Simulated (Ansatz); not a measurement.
**SiH3I (SiIH3): methods side by side**

The species is SiH3I (5 atoms), meant as a singlet with charge 0. As SMILES, `[H][Si]([H])([H])I`. Geometry: relaxed at GFN2-xTB.

```
atom    x (Å)    y (Å)    z (Å)
  Si  -0.0011   0.0027  -0.2523
   I   0.0128  -0.0213   2.2096
   H   1.3926   0.0112  -0.6615
   H  -0.7063   1.2129  -0.6371
   H  -0.6981  -1.2055  -0.6587
```

Each level gives the vertical energy of the triplet above the singlet (eV). The values are calculated.

```json
{"level": "HF/STO-3G", "kind": "Hartree–Fock", "program": "Ansatz", "value (eV)": "6.96", "less FCI/STO-3G": "-0.28"}
{"level": "SVWN5/STO-3G", "kind": "LDA", "program": "Ansatz", "value (eV)": "7.15", "less FCI/STO-3G": "-0.09"}
{"level": "PBE/STO-3G", "kind": "GGA", "program": "Ansatz", "value (eV)": "7.04", "less FCI/STO-3G": "-0.20"}
{"level": "BHLYP/STO-3G", "kind": "global hybrid", "program": "Ansatz", "value (eV)": "7.13", "less FCI/STO-3G": "-0.11"}
{"level": "PBE0/STO-3G", "kind": "global hybrid", "program": "Ansatz", "value (eV)": "7.13", "less FCI/STO-3G": "-0.11"}
{"level": "HSE06/STO-3G", "kind": "range-separated hybrid", "program": "Ansatz", "value (eV)": "7.13", "less FCI/STO-3G": "-0.11"}
{"level": "MP2/STO-3G", "kind": "perturbation theory", "program": "Ansatz", "value (eV)": "7.20", "less FCI/STO-3G": "-0.04"}
{"level": "CCSDT/STO-3G", "kind": "coupled cluster or CI", "program": "Ansatz", "value (eV)": "7.24", "less FCI/STO-3G": "0.00"}
{"level": "FCI/STO-3G", "kind": "exact in the basis", "program": "Ansatz", "value (eV)": "7.24", "less FCI/STO-3G": "0.00"}
```

FCI/STO-3G is exact within its basis and frozen core, so for wave-function methods in that basis the difference is their error; functionals converge differently with the basis, so for them it is only a difference. All-electron rows without a relativistic Hamiltonian named are non-relativistic. Spin-orbit coupling, which can split open shells on such heavy atoms by tenths of an eV, is left out. The values span 6.96 to 7.24 eV. A triplet this far above the singlet is often a Rydberg-like or dissociative state; sets without diffuse functions put Rydberg states too high. All rows use very small basis sets, so none should be taken for the real molecule's value. In the correlated wave-function rows the outer d shell of I is correlated, in sets not made for it.
